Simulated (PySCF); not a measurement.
Correlation energy of Si (silicon, neutral)

[Ne] 3s1 3p2 3d1, one real determinant (an excited configuration). Computed with PySCF 2.14 in aug-cc-pCVTZ-DK with one added diffuse shell each of s, p, d, f type (9s8p6d4f, 91 functions), with the spin-free X2C one-electron Hamiltonian (Gaussian nucleus). Frozen: [Ne]; 4 electrons correlated.

```json
{"level": "CCSD", "correlation energy (mhartree)": "-26.99"}
{"level": "(T)", "correlation energy (mhartree)": "-2.16"}
{"level": "CCSD(T)", "correlation energy (mhartree)": "-29.15"}
```

Diagnostics: T1 = 0.070, D1 = 0.1959, largest double amplitude 0.195.

Problem. Is a single reference adequate?

Solution. Not fully. The real determinant used has ⟨L²⟩ near 8 against 12 for a pure F term, so it mixes terms. The outer electron is Rydberg-like, and this basis confines it to a smaller radius and binds it less than a complete one would. T1 exceeds 0.03, a sign that the reference determinant is poor. A double-excitation amplitude exceeds 0.15, a sign of near-degeneracy.

The reference is one real determinant that mixes LS terms of this configuration.
